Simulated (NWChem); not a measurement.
System: propylene glycol (C3H8O2); SMILES OCC(O)C

Input file for NWChem:

```
start job
memory heap 200 mb stack 900 mb global 1100 mb
geometry units angstroms noautosym nocenter noautoz
  C     -0.659484     1.738212    -0.019811
  C      0.005826     0.429404     0.351410
  O      1.366378     0.388553    -0.049399
  C     -0.698530    -0.798284    -0.212025
  O      0.007934    -1.957877     0.101197
  H     -0.092334     2.587291     0.388003
  H     -0.714671     1.856216    -1.115844
  H     -1.687053     1.788519     0.371178
  H      0.036982     0.323330     1.449076
  H      1.403677     0.632015    -0.982911
  H     -1.716724    -0.883521     0.202883
  H     -0.812156    -0.663407    -1.312920
  H      0.940352    -1.711293     0.016208
end
basis spherical
  C library 3-21g
  O library 3-21g
  H library 3-21g
end
dft
  xc b3lyp
  iterations 150
end
cosmo
  do_cosmo_smd true
  solvent water
end
task dft energy
```

Parts of the log:

```
             Northwest Computational Chemistry Package (NWChem) 7.3.0
             --------------------------------------------------------

                             Geometry "geometry" -> ""
                             -------------------------

 Output coordinates in angstroms (scale by  1.889725989 to convert to a.u.)

  No.       Tag          Charge          X              Y              Z
 ---- ---------------- ---------- -------------- -------------- --------------
    1 C                    6.0000    -0.65948400     1.73821200    -0.01981100
    2 C                    6.0000     0.00582600     0.42940400     0.35141000
    3 O                    8.0000     1.36637800     0.38855300    -0.04939900
    4 C                    6.0000    -0.69853000    -0.79828400    -0.21202500
    5 O                    8.0000     0.00793400    -1.95787700     0.10119700
    6 H                    1.0000    -0.09233400     2.58729100     0.38800300
    7 H                    1.0000    -0.71467100     1.85621600    -1.11584400
    8 H                    1.0000    -1.68705300     1.78851900     0.37117800
    9 H                    1.0000     0.03698200     0.32333000     1.44907600
   10 H                    1.0000     1.40367700     0.63201500    -0.98291100
   11 H                    1.0000    -1.71672400    -0.88352100     0.20288300
   12 H                    1.0000    -0.81215600    -0.66340700    -1.31292000
   13 H                    1.0000     0.94035200    -1.71129300     0.01620800

 Effective nuclear repulsion energy (a.u.)     196.0722062414

                                 NWChem DFT Module
                                 -----------------

 Summary of "ao basis" -> "ao basis" (spherical)
 ------------------------------------------------------------------------------
       Tag                 Description            Shells   Functions and Types
 ---------------- ------------------------------  ------  ---------------------
 C                           3-21g                   5        9   3s2p
 O                           3-21g                   5        9   3s2p
 H                           3-21g                   2        2   2s

 in cosmo_initialize ...
 calling solv_data for solv:h2o

 solvent parameters
 solvname_short: h2o
 solvname_long:  water
 dielec:       78.4000
 dielecinf:     1.7769
 aqueous SMD model solvent descriptors
 dielec:       78.4000
 sola:          0.8200

          ---------------
          -cosmo- solvent
          ---------------
 Cosmo: York-Karplus, doi: 10.1021/jp992097l
 dielectric constant -eps-     =  78.40
 screen = (eps-1)/(eps    )    =   0.98724
 surface charge correction     = lagrangian

   van der Waals surface
 --------------------------

[...]

                                COSMO-SMD solvation results
                                ---------------------------

             internal energy in gas <Psi(g)|H|Psi(g)> =      -268.073711433392
         internal energy in solvent <Psi(s)|H|Psi(s)> =      -268.071021808684
                               delta internal energy  =         0.002689624709 (    1.69 kcal/mol)
   total free energy in solvent <Psi(s)|H+V/2|Psi(s)> =      -268.093443537697
 polarization energy contribution <Psi(s)|V/2|Psi(s)> =        -0.022421729013 (  -14.07 kcal/mol)
    total free energy in solvent including G(SMD-CDS) =      -268.088964235256
                       G(SMD-CDS) energy contribution =         0.004479302441 (    2.81 kcal/mol)
     1 M fixed-concentration free energy of solvation =        -0.015252801864 (   -9.57 kcal/mol)

                       DFT Final Molecular Orbital Analysis
                       ------------------------------------

 Vector   19  Occ=2.000000D+00  E=-3.103768D-01
              MO Center=  3.7D-01, -1.6D-01,  1.1D-01, r^2= 3.4D+00
   Bfn.  Coefficient  Atom+Function         Bfn.  Coefficient  Atom+Function
  ----- ------------  ---------------      ----- ------------  ---------------
    25      0.258724   3 O  px               26     -0.221910   3 O  py
    21      0.210079   3 O  px               22     -0.208186   3 O  py
    44     -0.203705   5 O  py               24      0.196920   3 O  s
    40     -0.177996   5 O  py               42      0.172391   5 O  s
    12     -0.163690   2 C  px               43     -0.160321   5 O  px

 Vector   20  Occ=2.000000D+00  E=-2.766072D-01
              MO Center=  5.4D-01, -2.2D-01, -3.5D-02, r^2= 2.8D+00
   Bfn.  Coefficient  Atom+Function         Bfn.  Coefficient  Atom+Function
  ----- ------------  ---------------      ----- ------------  ---------------
    26      0.438897   3 O  py               22      0.376807   3 O  py
    45      0.267757   5 O  pz               41      0.237194   5 O  pz
    57     -0.184923  11 H  s                33      0.182130   4 C  s
    35      0.141164   4 C  py               31      0.137727   4 C  py
    42      0.137628   5 O  s                59      0.125170  12 H  s

 Vector   21  Occ=2.000000D+00  E=-2.474245D-01
              MO Center=  4.6D-02, -1.1D+00, -4.8D-02, r^2= 2.5D+00
   Bfn.  Coefficient  Atom+Function         Bfn.  Coefficient  Atom+Function
  ----- ------------  ---------------      ----- ------------  ---------------
    45      0.464564   5 O  pz               41      0.391312   5 O  pz
    59      0.241589  12 H  s                26     -0.227341   3 O  py
    22     -0.189551   3 O  py               44      0.163987   5 O  py
    13      0.158714   2 C  py               32     -0.156255   4 C  pz
    15     -0.150485   2 C  s                58      0.144344  12 H  s

 Vector   22  Occ=0.000000D+00  E= 1.061392D-01
              MO Center=  2.3D-01,  3.8D-01, -4.6D-01, r^2= 4.6D+00
   Bfn.  Coefficient  Atom+Function         Bfn.  Coefficient  Atom+Function
  ----- ------------  ---------------      ----- ------------  ---------------
    55      0.769521  10 H  s                24     -0.664206   3 O  s
    51      0.625474   8 H  s                 6     -0.591422   1 C  s
    57      0.528741  11 H  s                33     -0.494362   4 C  s
    59      0.359350  12 H  s                34      0.341658   4 C  px
     7      0.322411   1 C  px               61      0.323370  13 H  s

 Vector   23  Occ=0.000000D+00  E= 1.349245D-01
              MO Center= -1.9D-01,  4.3D-01,  3.7D-02, r^2= 5.7D+00
   Bfn.  Coefficient  Atom+Function         Bfn.  Coefficient  Atom+Function
  ----- ------------  ---------------      ----- ------------  ---------------
     6      1.342641   1 C  s                47     -0.906414   6 H  s
    42     -0.673282   5 O  s                15      0.632158   2 C  s
    49     -0.627297   7 H  s                61      0.545578  13 H  s
    35     -0.469325   4 C  py               33      0.464976   4 C  s
    53     -0.455384   9 H  s                 8      0.408941   1 C  py

 Vector   24  Occ=0.000000D+00  E= 1.467289D-01
              MO Center= -3.5D-01,  4.9D-01,  1.1D-02, r^2= 4.5D+00
   Bfn.  Coefficient  Atom+Function         Bfn.  Coefficient  Atom+Function
  ----- ------------  ---------------      ----- ------------  ---------------
    53      1.105651   9 H  s                49     -0.813582   7 H  s
    59     -0.762647  12 H  s                18     -0.604847   2 C  pz
     9     -0.492948   1 C  pz               15     -0.468725   2 C  s
    57      0.452006  11 H  s                36     -0.445601   4 C  pz
    51      0.416300   8 H  s                55     -0.379976  10 H  s

     Multipole analysis of the density
     ---------------------------------

     L   x y z        total         alpha         beta         nuclear
     -   - - -        -----         -----         ----         -------
     0   0 0 0     -0.000000    -21.000000    -21.000000     42.000000

     1   1 0 0     -0.174327     -0.313402     -0.313402      0.452478
     1   0 1 0      1.127963      0.950856      0.950856     -0.773748
     1   0 0 1     -0.730124     -0.504430     -0.504430      0.278736

     2   2 0 0    -23.128892    -65.669468    -65.669468    108.210045
     2   1 1 0     -1.653861      3.871756      3.871756     -9.397373
     2   1 0 1     -2.035531     -0.996932     -0.996932     -0.041666
     2   0 2 0    -27.417311   -143.916522   -143.916522    260.415732
     2   0 1 1     -0.242795     -0.270519     -0.270519      0.298242
     2   0 0 2    -21.529901    -24.118965    -24.118965     26.708029
```

Level: B3LYP/3-21G, SMD on the gas-phase geometry. The geometry was optimised at PBE0/def2-SVP. B3LYP is NWChem's, with the RPA form of VWN correlation. Solvent: water.
